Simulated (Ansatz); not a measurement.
Cost and result for the atomization energy of C3H8Si, SMILES `C=CC[SiH3]` (12 atoms, 11 bonds).

```
atom    x (Å)    y (Å)    z (Å)
  C1   1.9413  -0.3389   0.5573
  C2   1.0462   0.0423  -0.3453
  C3  -0.2012   0.8030  -0.0574
 Si4  -1.7233  -0.3049  -0.1803
  H5   1.8329  -0.0847   1.6074
  H6   2.8135  -0.9174   0.2778
  H7   1.1998  -0.2418  -1.3850
  H8  -0.3313   1.6250  -0.7697
  H9  -0.1729   1.2389   0.9458
 H10  -1.6789  -1.3487   0.8766
 H11  -2.9658   0.4988  -0.0173
 H12  -1.7603  -0.9718  -1.5098
```

Charge 0, multiplicity 1. The structure was optimised at the PBE0-D4/def2-TZVP level. It is one conformer, not always the lowest. Program: Ansatz. All runs use 4 threads of an Arm Neoverse N1 on a shared host. Times are those of one run each, without the atoms' runs, and a repeat can differ threefold. Electronic energies, without spin–orbit coupling; frozen cores. CCSD(T)/CBS adds CCSD(T) − MP2 in def2-TZVPP to the MP2 limit, and its time is that of the two runs behind it. T1 = 0.011. HSE06 is the plane-wave form, built on full-range PBE exchange.

CCSD(T)/CBS is a level of theory with its own doubt, some kJ/mol a heavy atom from the limit and from the frozen cores, so smaller differences don't rank the functionals.

```csv
level,functions,wall time,atomization (kcal/mol),difference from CCSD(T)/CBS,per bond
revPBE-D4/def2-TZVPP,247,2.7 s,1062.0,-7.4,-0.7
BLYP-D4/def2-TZVPP,247,2.7 s,1064.7,-4.7,-0.4
PBE0-D4/def2-TZVPP,247,3.8 s,1071.4,2.0,0.2
HSE06-D4/def2-TZVPP,247,4.1 s,1072.0,2.6,0.2
CCSD(T)/def2-SVP,100,4.3 s,1022.9,-46.5,-4.2
r2SCAN-D4/def2-TZVPP (with forces),247,7 s,1070.8,1.4,0.1
B2PLYP/def2-TZVPP,247,7 s,1059.7,-9.7,-0.9
PBE-QIDH/def2-TZVPP,247,7.5 s,1064.7,-4.7,-0.4
ωB97X-V/def2-TZVPP,247,11 s,1071.6,2.2,0.2
ωB97M-V/def2-TZVPP (with forces),247,15 s,1071.8,2.4,0.2
MP2/def2-QZVPP,481,30 s,1065.2,-4.2,-0.4
CCSD(T)/def2-TZVPP,247,2.2 min,1046.3,-23.1,-2.1
CCSD(T)/CBS(def2),–,2.7 min,1069.4,0.0,0.0
```

From PBE to PBE0 (25 % exact exchange), in def2-TZVPP and without D4, the atomization energy moves by −9.3 kcal/mol: exact exchange takes away binding that semilocal exchange gives to molecules. In def2-TZVPP, CCSD(T) changes the Hartree–Fock value by +231.6 kcal/mol (the triples alone add +12.2 kcal/mol) and MP2 by +236.9 kcal/mol; breaking electron pairs costs correlation energy, which Hartree–Fock lacks. The D4 term adds +8.4 kcal/mol with B3LYP and +4.4 kcal/mol with PBE0; it sums over pairs of atoms, weighted by their polarisabilities, and B3LYP, whose exchange is more repulsive, gets the larger term.

B3LYP here is the variant with VWN-RPA as its local correlation; programs differ in this.
